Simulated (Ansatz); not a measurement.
Reactions of BH₆NOSi, SMILES `BO[SiH2]N`.

Calculated with Ansatz (gas phase, PBE0-D4/def2-TZVP geometries, no zero-point term in ΔE). CCSD(T)/CBS adds triple-zeta CCSD(T) − MP2 to the extrapolated MP2 energy (def2 sets, frozen cores). This one scheme is used for every species. One conformer a species, not always the lowest.

| reaction | CCSD/CBS(def2) (kJ/mol) | CCSD(T)/CBS(def2) (kJ/mol) |
| --- | --- | --- |
| `BO[SiH2]N` + H₂S → `N[SiH2]S` + `BO` | 43 | 41 |
| `BO[SiH2]N` + BH₃ → `BO[SiH2]B` + NH₃ | 88 | 86 |
| `BO[SiH2]N` + H–F → `N[SiH2]F` + `BO` | -51 | -50 |
| `BO[SiH2]N` + H₂ → `N[SiH3]` + `BO` | 86 | 88 |

Largest T1 diagnostic: 0.014, for `BO`.
